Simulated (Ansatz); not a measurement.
Geometry optimisation, RKS PBE/def2-SVP in Ansatz.

The input (input.yaml):

```yaml
crystal:
  periodic: [false, false, false]
  atoms:
    - { symbol: Ta, position_ang: [0.0, 0.0, 0.0] }
    - { symbol: "N", position_ang: [2.51, 0.0, 0.0] }
    - { symbol: H, position_ang: [3.04, -0.5118, 0.762] }
    - { symbol: H, position_ang: [3.04, 0.5118, -0.762] }
    - { symbol: O, position_ang: [0.0, 0.0, 2.02] }
    - { symbol: H, position_ang: [-0.2547, -0.9174, 2.3571] }
    - { symbol: O, position_ang: [0.0, 0.0, -2.02] }
    - { symbol: H, position_ang: [-0.6343, -0.71, -2.3571] }
    - { symbol: Cl, position_ang: [-1.235, 2.139, 0.0] }
    - { symbol: O, position_ang: [-1.01, -1.7493, 0.0] }
    - { symbol: H, position_ang: [-1.6563, -1.7655, 0.776] }
    - { symbol: Si, position_ang: [0.9018, 2.4155, -1.2376] }
    - { symbol: H, position_ang: [2.0689, 2.1315, -2.0677] }
    - { symbol: H, position_ang: [-0.1647, 2.9642, -2.0702] }
    - { symbol: H, position_ang: [1.2623, 3.3856, -0.2078] }
    - { symbol: H, position_ang: [2.2155, 1.2277, -0.6291] }
basis:
  gaussian: { orbitals: def2-SVP }
hamiltonian:
  xc: pbe
relax:
  f_tol: 0.15
  max_steps: 25
  restrain:
    - { distance: [0, 11], at: 3.76, k: 30.0 }
    - { distance: [15, 1], at: 2.26, k: 30.0 }
    - { distance: [0, 1], at: 2.16, k: 30.0 }
    - { distance: [15, 11], at: 1.46, k: 30.0 }
```

Run as:

```bash
$ ansatz run input.yaml --threads 4 --pin off --max-ram 5120MiB --backend cpu --events-out ev --progress --plain --runs-dir out
```

**Question.** Where does it end, and by what steps?

**Answer.** The run converged. The restraints hold the end off the free minimum. After 15 steps the energy has fallen by 5.850 eV (the restraints' own energy left out); H13 moved furthest, 1.23 Å. Parted: Ta1–Si12 (2.86 → 3.77 Å). Joined: Si12–H16 (1.87 → 1.48 Å).

```
step  energy less start (eV)  largest force component (eV/Å)  accepted
   0                  0.0000                           3.088       yes
   1                 -0.2692                           3.915       yes
   2                 -0.6641                           4.459       yes
   3                 -1.8796                           4.384       yes
   4                 -3.4875                           3.308       yes
   5                 -4.5149                           1.850       yes
   6                 -5.0894                           1.986       yes
   7                 -5.4568                           1.966       yes
   8                 -5.6509                           1.852       yes
   9                 -5.7710                           1.886       yes
  10                 -5.8056                           1.783       yes
  11                 -5.8161                           1.845       yes
  12                 -5.8315                           1.765       yes
  13                 -5.8398                           1.848       yes
  14                 -5.8447                           1.845       yes
  15                 -5.8496                           1.815       yes
```

```xyz
16
Properties=species:S:1:pos:R:3
Ta -0.063 -0.118 0.144
N 2.022 -0.348 0.120
H 2.572 -0.567 0.954
H 2.583 -0.401 -0.734
O 0.023 -0.481 2.025
H 0.038 -0.982 2.854
O -0.085 -0.121 -1.766
H -0.315 -0.699 -2.515
Cl -1.166 1.949 0.463
O -1.193 -1.692 -0.040
H -1.400 -2.161 0.789
Si 1.395 2.932 -1.530
H 2.532 3.186 -2.494
H 0.148 2.721 -2.337
H 1.250 4.153 -0.660
H 1.741 1.750 -0.710
```

Time of the run: 63 s on 4 threads of Arm Neoverse V1, with other jobs on the host, peak memory 0.27 GiB.
